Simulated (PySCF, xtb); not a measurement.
AgCl, SMILES [Cl][Ag], multiplicity 1.

GFN2-xTB (xtb) at its own geometry gives an orbital gap of 4.12 eV and a dipole moment of 5.41 D.

Coordinates come from a PBE0-D3(BJ)/def2-TZVPD optimisation. The multiplicity is an assumed one; other spin states were not compared. The def2 effective core potentials stand for the cores of Ag; spin–orbit coupling is left out.

### Question
What does PySCF with ωB97X/def2-TZVPD give? (The exact figures need the calculation; the answer reports its results.)

### Answer
gap 8.66 eV (levels -9.92 and -1.25 eV), dipole 6.17 D.
